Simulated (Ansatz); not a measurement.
A structure relaxed at r2SCAN-D4/def2-SVP in Ansatz, charge 0, singlet:

```tsv
atom	x (Å)	y (Å)	z (Å)
Si1	-0.1701	0.2786	-0.4157
Si2	-0.4603	0.4018	2.2675
Si3	0.7186	-1.4371	2.9357
Si4	-1.2818	1.8175	0.7856
Si5	0.5426	-0.4859	-2.4795
Cl6	-0.3249	0.9811	-3.7293
Cl7	0.9760	-1.5560	0.6356
```

(1) Give its formula and point group.

(2) Summarise the bond lengths by kind (pairs closer than 1.2 times the sum of covalent radii, bridged metal pairs left out).

Answers

(1) Si₅Cl₂. Point group Cs (tolerance 0.1 Å).

(2) 4 × Si–Si 2.21 to 2.31 Å; 3 × Cl–Si 2.11 to 2.41 Å.

The restricted singlet is unstable towards broken spin symmetry in Hartree–Fock (as tested in another run); at r2SCAN-D4/def2-SVP this wasn't settled. Another isomer (singlet) lies 2.29 eV lower at PBE0-D4/def2-TZVP; other spin states weren't run for this one.
